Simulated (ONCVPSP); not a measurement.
What one change does to a pseudopotential (cadmium (Cd), ONCV)

ONCVPSP 4.0.1 input, shortened (lines: element, Z, core and valence counts, functional; n l f; lmax; l rc ep ncon nbas qcut; lloc lpopt rc5 dvloc0; l nproj debl; icmod fcfact rcfact), PBE, fully relativistic:

```
  Cd 48.00    6    4        4      upf
    1    0    2.00
    2    0    2.00
    2    1    6.00
    3    0    2.00
    3    1    6.00
    3    2   10.00
    4    0    2.00
    4    1    6.00
    4    2   10.00
    5    0    1.00
    3
    0    1.35    0.00    4    9   11.00
    1    1.50    0.00    3    6   11.10
    2    1.35    0.00    3    7    9.10
    3    1.20    0.17    5   10   10.10
    4    4    1.10    6.00
    0    2    2.30
    1    2    2.80
    2    2    1.40
    3    2    3.80
    3    2.00    1.30
```

Open shells are filled in proportion to 2j + 1.

Change: all radii but the core radius scaled by about 1.23 (s 1.66, p 1.84, d 1.66, f 1.48 bohr); local potential polynomial inside 1.36 bohr (lpopt 4, dvloc0 6 Ha).

Cutoffs: the cutoffs (Ha) at which the residual kinetic energy of the hardest occupied pseudo-wave falls to 1 and 0.1 mHa per electron; they do not see the model core or the augmentation charge, which bear on the density cutoff. Errors are all-electron minus pseudo energies relative to the spin-unpolarised reference configuration.

Question: What does the change do?

Answer: The potential gets softer (39 Ha and 46 Ha → 32 Ha and 39 Ha); a bound ghost appears in s, which as a rule spoils a file; of the 4 tests that both files solve, the error grows in 2 and shrinks in 0 by more than 15 % and 0.3 meV (median size 0.2 → 0.4 meV). A larger radius leaves more room for a smooth pseudo-wave, so fewer plane waves are needed.

```tsv
quantity	base	changed
cutoff, loose	39 Ha	32 Ha
cutoff, tight	46 Ha	39 Ha
loose cutoff by channel	s 39 Ha, p 25 Ha, d 33 Ha	s 32 Ha, p 22 Ha, d 30 Ha
bound ghosts	none	s
GHOST(+) flags under 300 eV	none	none
error for 4s2 4p6 4d10 5s2, meV [ΔE -9.27 eV]	-0.3	-0.3
error for 4s2 4p6 4d10 5s0, meV [ΔE 17.13 eV]	+0.1	-0.5
error for 4s2 4p6 4d9 5s0, meV [ΔE 55.13 eV]	+0.7	+4.2
error for 4s2 4p6 4d10 5s0 5p1, meV [ΔE 5.77 eV]	+0.1	-0.1
rms error of d²Exc/dni dnj with the model core, mHa	5.51	5.32
```

Base: These tests converged, but a pseudo level misses the all-electron one widely, so the file describes the atom poorly there or has found another state: 4s2 4p6 4d10 5s0 5p1: empty 5s by 7.2 eV. Changed file: These tests converged, but a pseudo level misses the all-electron one widely, so the file describes the atom poorly there or has found another state: 4s2 4p6 4d10 5s0 5p1: empty 5s by 7.2 eV. A true bound ghost makes a file unfit for plane-wave use even where its test errors are small: the radial tests pick states by their node count and pass the ghost by.
